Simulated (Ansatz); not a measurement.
A CCSD(T) single point on CH7GeN (`C[NH][GeH3]`).

```yaml
crystal:
  periodic: [false, false, false]
  atoms:
    - {symbol: C, position_ang: [-0.831171, 0.706611, -0.869803]}
    - {symbol: N, position_ang: [-0.338198, -0.565503, -0.378231]}
    - {symbol: Ge, position_ang: [0.831330, -0.549318, 1.040124]}
    - {symbol: H, position_ang: [-1.629257, 0.546206, -1.600541]}
    - {symbol: H, position_ang: [-0.068665, 1.345923, -1.339503]}
    - {symbol: H, position_ang: [-1.267528, 1.273534, -0.042429]}
    - {symbol: H, position_ang: [-0.027720, -1.161346, -1.132716]}
    - {symbol: H, position_ang: [1.240795, -2.005141, 1.307677]}
    - {symbol: H, position_ang: [0.076794, 0.051578, 2.237309]}
    - {symbol: H, position_ang: [2.096921, 0.306254, 0.781014]}
basis:
  gaussian: {orbitals: def2-SVP}
correlation: {method: ccsd_t}
```

```sh
$ ansatz run in.yaml --threads 2 --pin off --events-out ev --progress --plain
```

The program prints (abridged):

```
Functional definition: HF
965 factors; integrals over basis functions are off by at most 1.4e-3 eV
mean field evaluation 1: about -59084.9798 eV, gradient 2.8e1 eV
mean field evaluation 2: about -59085.0282 eV, gradient 2.8e1 eV
mean field evaluation 4: about -59087.1146 eV, gradient 3.2e0 eV
mean field evaluation 8: about -59087.1461 eV, gradient 1.2e-4 eV
mean field -59087.14612382 eV, -2171.4125693444 hartree, gradient 1.4e-6 eV, S^2 0.000000; 0 other end points of the search recorded, 0 dependent functions left out
11 core orbitals not correlated: weight in the atoms' cores, before any rotation towards them, 1.000 or more for the frozen orbitals, at most 0.000 for the correlated occupied ones
reference -59087.14612382 eV, -2171.4125693444 hartree; 15, 15 occupied and 69, 69 virtual orbitals, 965 factors
second order -15.14283085 eV of doubles, -0.00000000 eV of singles
cycle   1  -15.54039415 eV  change   -4.0e-1 eV  update   8.8e-2
cycle   2  -16.03615200 eV  change   -5.0e-1 eV  update   2.6e-2
cycle   3  -16.10657243 eV  change   -7.0e-2 eV  update   1.1e-2
cycle   4  -16.10278666 eV  change    3.8e-3 eV  update   2.6e-3
cycle   5  -16.10349116 eV  change   -7.0e-4 eV  update   9.7e-4
cycle   6  -16.10307535 eV  change    4.2e-4 eV  update   3.1e-4
cycle   7  -16.10302710 eV  change    4.8e-5 eV  update   1.3e-4
cycle   8  -16.10302549 eV  change    1.6e-6 eV  update   4.8e-5
cycle   9  -16.10302600 eV  change   -5.1e-7 eV  update   1.6e-5
perturbative correction -0.43442227 eV, -0.0159647239 hartree
Total energy: -59103.68357209 eV, -2172.0203093586 hartree
```

Run time 7.5 s (2 threads of a server CPU on a shared host); peak host memory 0.36 GiB.

MP2 recovers 91.6 % of the CCSD(T) correlation energy and the triples give 2.6 %; T1 = 0.0096.
